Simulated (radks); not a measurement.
Ho XVI, configuration [Kr] 4d10 4f4 5s1 6s1 (not the ground configuration). Calculated with a radial shooting solver on a logarithmic mesh with Libxc functionals: non-relativistic Kohn-Sham, TPSS, spin-unpolarised, spherical densities, point nucleus; meta-GGA in the generalised Kohn-Sham scheme; relativity is left out, which matters for an element this heavy.

X-ray form factor f0, the Fourier transform of the density (f0(0) = 52):

sin(theta)/lambda (1/angstrom),f0 (electrons)
0.05,51.746
0.1,51.011
0.15,49.870
0.2,48.424
0.25,46.766
0.3,44.976
0.4,41.175
0.5,37.249
0.6,33.381
0.8,26.631
1,21.797
1.25,17.973
1.5,15.551
2,11.987
